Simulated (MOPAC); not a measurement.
Job for MOPAC: AM1 on BH6NO3 (a complex), monomers drawn apart or pushed together.

```
AM1 1SCF PRECISE CHARGE=0 THREADS=1
BH6NO3

O     -0.00238246 1    -0.57182165 1    -1.19766515 1
B     -0.15521205 1    -0.19618015 1     0.11023842 1
O     -1.36114706 1     0.38326404 1     0.47839581 1
O      0.87793735 1    -0.41176198 1     0.96646611 1
H     -0.78684169 1    -0.37711461 1    -1.71828124 1
H     -1.39826234 1     0.62138552 1     1.40847667 1
H      0.69823798 1    -0.11936347 1     1.88130217 1
N      0.37236747 1     0.40336547 1     3.50482219 1
H      0.27309403 1     1.39665757 1     3.68434960 1
H     -0.34088703 1    -0.07955219 1     4.04029768 1
H      1.27140928 1     0.12010458 1     3.88118810 1
```

Program output:

```
*******************************************************************************
 **                                                                           **
 **                              MOPAC v23.2.5                                **
 **                                                                           **
 *******************************************************************************
 ** MOPAC's Digital Object Identifier: https://doi.org/10.5281/zenodo.6511958 **
 **                                                                           **
 ** Please cite the open-source release paper for use of this MOPAC version:  **
 ** J. E. Moussa and J. J. P. Stewart (2026)                                  **
 ** MOPAC: An open-source semiempirical molecular orbital program             **
 ** J. Open Source Softw., 11(119), 8025, https://doi.org/10.21105/joss.08025 **
 *******************************************************************************

                              AM1 CALCULATION RESULTS

 *******************************************************************************
 *  AM1        - The AM1 Hamiltonian to be used
 *
 *
 *
 *                 CHARGE ON SYSTEM = 0
 *
 *
 *
 *  PRECISE    - TIGHTER CRITERIA TO BE USED
 *  1SCF       - DO 1 SCF AND THEN STOP
 *  THREADS=1  - MULTI-THREADING NOT USED
 *  T=         - A TIME OF 172800.0 SECONDS REQUESTED
 *  DUMP=N     - RESTART FILE WRITTEN EVERY 7200.0 SECONDS REQUESTED
 *******************************************************************************
AM1 1SCF PRECISE CHARGE=0 THREADS=1
 BH6NO3

   ATOM   CHEMICAL          X               Y               Z
  NUMBER   SYMBOL      (ANGSTROMS)     (ANGSTROMS)     (ANGSTROMS)

     1       O         -0.00238246  *  -0.57182165  *  -1.19766515  *
     2       B         -0.15521205  *  -0.19618015  *   0.11023842  *
     3       O         -1.36114706  *   0.38326404  *   0.47839581  *
     4       O          0.87793735  *  -0.41176198  *   0.96646611  *
     5       H         -0.78684169  *  -0.37711461  *  -1.71828124  *
     6       H         -1.39826234  *   0.62138552  *   1.40847667  *
     7       H          0.69823798  *  -0.11936347  *   1.88130217  *
     8       N          0.37236747  *   0.40336547  *   3.50482219  *
     9       H          0.27309403  *   1.39665757  *   3.68434960  *
    10       H         -0.34088703  *  -0.07955219  *   4.04029768  *
    11       H          1.27140928  *   0.12010458  *   3.88118810  *



          CARTESIAN COORDINATES

    NO.       ATOM           X           Y           Z

     1         O         -0.0024     -0.5718     -1.1977
     2         B         -0.1552     -0.1962      0.1102
     3         O         -1.3611      0.3833      0.4784
     4         O          0.8779     -0.4118      0.9665
     5         H         -0.7868     -0.3771     -1.7183
     6         H         -1.3983      0.6214      1.4085
     7         H          0.6982     -0.1194      1.8813
     8         N          0.3724      0.4034      3.5048
     9         H          0.2731      1.3967      3.6843
    10         H         -0.3409     -0.0796      4.0403
    11         H          1.2714      0.1201      3.8812

  H: (AM1): M.J.S. DEWAR ET AL, J. AM. CHEM. SOC. 107 3902-3909 (1985)
  B: (AM1): M.J.S. DEWAR ET AL, ORGANOMETALLICS, 7, 513-521 (1988)
  N: (AM1): M.J.S. DEWAR ET AL, J. AM. CHEM. SOC. 107 3902-3909 (1985)
  O: (AM1): M.J.S. DEWAR ET AL, J. AM. CHEM. SOC. 107 3902-3909 (1985)

           Empirical Formula: H6 N O3 B  =    11 atoms



      MOLECULAR POINT GROUP   :   Cs


      RHF CALCULATION, NO. OF DOUBLY OCCUPIED LEVELS = 16


 -------------------------------------------------------------------------------
 AM1 1SCF PRECISE CHARGE=0 THREADS=1
 BH6NO3



     1SCF WAS SPECIFIED, SO BFGS WAS NOT USED
     SCF FIELD WAS ACHIEVED


                              AM1 CALCULATION
                                                       MOPAC v23.2.5 Linux




          FINAL HEAT OF FORMATION =       -248.85994 KCAL/MOL =   -1041.22999 KJ/MOL


          COSMO AREA              =        116.91 SQUARE ANGSTROMS
          COSMO VOLUME            =         96.27 CUBIC ANGSTROMS

          IONIZATION POTENTIAL    =         11.546206 EV
          HOMO LUMO ENERGIES (EV) =        -11.546  2.543
          NO. OF FILLED LEVELS    =         16
          MOLECULAR WEIGHT        =         78.8623         POINT GROUP:  Cs

          MOLECULAR DIMENSIONS (Angstroms)

            Atom       Atom       Distance
            H    11    H     5     5.98646
            H     6    O     4     2.52261
            H     9    H    10     1.63790


          SCF CALCULATIONS        =          1





   ATOM   CHEMICAL          X               Y               Z
  NUMBER   SYMBOL      (ANGSTROMS)     (ANGSTROMS)     (ANGSTROMS)

     1       O         -0.00238246  *  -0.57182165  *  -1.19766515  *
     2       B         -0.15521205  *  -0.19618015  *   0.11023842  *
     3       O         -1.36114706  *   0.38326404  *   0.47839581  *
     4       O          0.87793735  *  -0.41176198  *   0.96646611  *
     5       H         -0.78684169  *  -0.37711461  *  -1.71828124  *
     6       H         -1.39826234  *   0.62138552  *   1.40847667  *
     7       H          0.69823798  *  -0.11936347  *   1.88130217  *
     8       N          0.37236747  *   0.40336547  *   3.50482219  *
     9       H          0.27309403  *   1.39665757  *   3.68434960  *
    10       H         -0.34088703  *  -0.07955219  *   4.04029768  *
    11       H          1.27140928  *   0.12010458  *   3.88118810  *

                             CARTESIAN COORDINATES

   1    O       -0.002382460    -0.571821650    -1.197665150
   2    B       -0.155212050    -0.196180150     0.110238420
   3    O       -1.361147060     0.383264040     0.478395810
   4    O        0.877937350    -0.411761980     0.966466110
   5    H       -0.786841690    -0.377114610    -1.718281240
   6    H       -1.398262340     0.621385520     1.408476670
   7    H        0.698237980    -0.119363470     1.881302170
   8    N        0.372367470     0.403365470     3.504822190
   9    H        0.273094030     1.396657570     3.684349600
  10    H       -0.340887030    -0.079552190     4.040297680
  11    H        1.271409280     0.120104580     3.881188100


           Empirical Formula: H6 N O3 B  =    11 atoms



      MOLECULAR POINT GROUP   :   Cs


                  EIGENVALUES
 -38.06809 -36.38664 -35.81719 -33.51030 -21.57631 -19.38822 -17.16757 -16.76731
 -16.65063 -16.11221 -14.82656 -14.09370 -12.70972 -12.15771 -11.88082 -11.54621
   2.54306   3.26915   3.81310   4.36101   4.95725   4.95788   5.43574   6.13529
   7.82776   8.95483


              NET ATOMIC CHARGES AND DIPOLE CONTRIBUTIONS

  ATOM NO.   TYPE          CHARGE      No. of ELECS.   s-Pop       p-Pop
    1          O          -0.287870        6.2879     1.84028     4.44759
    2          B           0.248078        2.7519     1.07882     1.67310
    3          O          -0.380507        6.3805     1.84418     4.53632
    4          O          -0.348254        6.3483     1.83860     4.50966
    5          H           0.234056        0.7659     0.76594
    6          H           0.225818        0.7742     0.77418
    7          H           0.267306        0.7327     0.73269
    8          N          -0.390749        5.3907     1.59629     3.79446
    9          H           0.142340        0.8577     0.85766
   10          H           0.142276        0.8577     0.85772
   11          H           0.147506        0.8525     0.85249
 DIPOLE           X         Y         Z       TOTAL
 POINT-CHG.    -0.512     0.871     2.760     2.939
 HYBRID        -0.613     0.730     2.000     2.215
 SUM           -1.125     1.600     4.759     5.146


          ATOMIC ORBITAL ELECTRON POPULATIONS

     Atom    s        px        py        pz
    1  O   1.84028   1.41819   1.77744   1.25196
    2  B   1.07882   0.57936   0.44109   0.65266
    3  O   1.84418   1.46150   1.76923   1.30559
    4  O   1.83860   1.46124   1.77686   1.27155
    5  H   0.76594
    6  H   0.77418
    7  H   0.73269
    8  N   1.59629   1.09747   1.11078   1.58621
    9  H   0.85766
   10  H   0.85772
   11  H   0.85249

 **********************
 *                    *
 * JOB ENDED NORMALLY *
 *                    *
 **********************




 == MOPAC DONE ==
```

The run finished.

Cost: around 0.04 core-seconds (rough).
